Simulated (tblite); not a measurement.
Species: C4H6F4Si.
SMILES: `[C@]1(C(F)(F)F)([C@@H]([SiH3])C1)F`

Method: GFN2-xTB as coded in tblite; computed harmonic values from a numerical Hessian at the method's own geometry, unscaled. Errors from tens to a few hundred cm⁻¹ against measured bands are possible. Modes of hydrogen on silicon can be 10 to 20 % off.

Harmonic wavenumbers (cm⁻¹): 34.6, 62.5, 95.6, 121.8, 191.4, 241.1, 280.5, 344.6, 370.4, 443.3, 496.1, 516.8, 528.8, 555.4, 612.9, 697.4, 708.0, 753.8, 769.5, 785.6, 881.5, 922.3, 1006.0, 1035.7, 1057.1, 1066.9, 1076.4, 1083.5, 1120.0, 1212.6, 1262.1, 1390.6, 1458.0, 2284.9, 2303.6, 2310.7, 3044.3, 3084.4, 3104.3.

A = 2539, B = 851.4, C = 826.7 MHz; mass 158.017 u (most abundant isotopes); point group C1, symmetry number 1.

Problem. What is the zero-point energy?

Solution. ½Σν̃ = 19658 cm⁻¹ = 56.20 kcal/mol.

Problem. Entropy at 350 K, 1 bar (ideal gas, RRHO, classical rotation)?

Solution. Translation 41.90, rotation 30.05, vibration 35.54: S = 107.5 cal/(mol K).

Problem. And Cp and H(350 K) − H(0)?

Solution. Cp = 43.60 cal/(mol K), of which vibrations give 35.65 (their classical limit is 39 R = 77.5); H(350 K) − H(0) = 9.17 kcal/mol without the zero-point energy, 6.39 from vibrations.

Problem. How do the functions run with temperature in this model?

Solution. 
```
 T (K)  S (cal/(mol K))  Cp (cal/(mol K))  H − H(0) (kcal/mol)  G − H(0) (kcal/mol)  ln q(vib)
    50             60.5              13.6                 0.52                -2.50       0.74
   100             71.5              18.5                 1.33                -5.82       2.07
298.15            100.9              38.9                 7.03               -23.05       7.33
373.15            110.4              45.5                10.21               -30.97       9.30
   500            124.9              54.1                16.56               -45.91      12.57
   750            149.1              64.7                31.55               -80.28      18.61
  1000            168.7              70.9                48.57              -120.08      24.02
```

q(vib) and H(0) count from the zero-point level.

Problem. What must be added to the electronic energy to get the Gibbs energy at 350 K and 1 bar?

Solution. ZPE + [H(350 K) − H(0)] − T·S = 56.20 + 9.17 − 37.62 = 27.75 kcal/mol.

Problem. Which modes carry the vibrational entropy at 350 K?

Solution. 34.6 cm⁻¹: 5.86; 62.5 cm⁻¹: 4.69; 95.6 cm⁻¹: 3.86; 121.8 cm⁻¹: 3.38; 191.4 cm⁻¹: 2.51; 241.1 cm⁻¹: 2.08 cal/(mol K); the other 33 give 13.14 together.

Problem. Blend soft modes into free rotors: weight 1/[1 + (100 cm⁻¹/ν̃)⁴] for the oscillator and the rest for a rotor with moment μB/(μ + B), μ = h/(8π²ν), B = 10⁻⁴⁴ kg m². What vibrational entropy results?

Solution. 32.11 cal/(mol K) in place of 35.54, which changes −T·S at 350 K by +1.20 kcal/mol.

Hindered rotation and anharmonicity are outside this model. The structure is chiral; the term R ln 2 for an equal mix with its mirror image is left out.

The values belong to the conformer `[F:1][C:2]([F:3])([F:4])[C@@:5]1([F:6])[CH2:7][C@@H:8]1[SiH3:9]`: F1–C2–C5–F6 -179°.
